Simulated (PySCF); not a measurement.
Compound: C6H7FS.
Numbering: `[F:1][C@@H:2]1[CH2:3][CH:4]=[CH:5][C:6](=[S:7])[CH2:8]1`

Structure used (GFN2-xTB), in Å, numbered top down from 1:
```
atom  x, y, z in Å
F1    -2.347    0.690   -0.684
C2    -1.002    0.380   -0.651
C3    -0.832   -1.098   -0.310
C4     0.603   -1.412   -0.060
C5     1.499   -0.481    0.296
C6     1.142    0.893    0.505
S7     2.267    2.011    0.905
C8    -0.306    1.255    0.386
H9    -0.616    0.592   -1.657
H10   -1.230   -1.722   -1.113
H11   -1.417   -1.320    0.590
H12    0.904   -2.443   -0.176
H13    2.536   -0.739    0.452
H14   -0.787    1.091    1.358
H15   -0.418    2.312    0.138
```

Probes without a nucleus sit at each ring's centroid and 1 Å off its mean plane on both sides; NICS is minus the shielding there, NICSzz its component along the normal. Level: GIAO PBE0/pcSseg-1 (PySCF, non-relativistic, gas phase) on the GFN2-xTB geometry, one conformer.

Ring bond lengths (Å), with Mayer bond orders in brackets: C2–C3 1.526 (1.01), C3–C4 1.490 (1.04), C4–C5 1.340 (1.74), C5–C6 1.435 (1.08), C6–C8 1.497 (0.98), C8–C2 1.525 (1.01).

Task: What do the NICS probes read (ppm)?

Result: 
```tsv
ring	type	NICS(0)	NICS(1), two faces	NICS(1)zz, two faces	rms pucker (Å)	centre to ring atoms, mean (Å)
C2–C3–C4–C5–C6–C8	6-membered carbocycle; formal bonds 1 double, 5 single	2.1	-3.5 / -0.3	-0.7 / 3.5	0.19	1.44
```

Task: What do they say, and how far can they be read as aromaticity?

Result: 
- C2–C3–C4–C5–C6–C8: mean NICS(1)zz 1.4 ppm, near zero. C2, C3, C8 have four or more neighbours, and the NICS criterion for π rings isn't applied. The two faces differ by 4.2 ppm, so no symmetry operation interchanges them.

Task: What are the shieldings of the ring atoms and their hydrogens in the same run (means over atoms taken as equivalent)?

Result: 
```
atoms          environment  σ isotropic (ppm)
   C2       sp3 C–F carbon               94.3
   C3       allylic carbon              148.8
   C4     alkene CH carbon               39.6
   C5     alkene CH carbon               41.4
   C6  thiocarbonyl carbon              -65.2
   C8      ring CH2 carbon              129.5
   H9     methine hydrogen              26.61
  H10   methylene hydrogen              28.84
  H11   methylene hydrogen              28.97
  H12     vinylic hydrogen              24.79
  H13     vinylic hydrogen              24.75
  H14   methylene hydrogen              28.56
  H15   methylene hydrogen              27.80
```

Hardware: one thread, Arm Neoverse N1 (aarch64), no GPU (shared host). Cost: 47 s wall, 0.82 GiB resident at most. This is the whole shielding run at PBE0/pcSseg-1, SCF included.
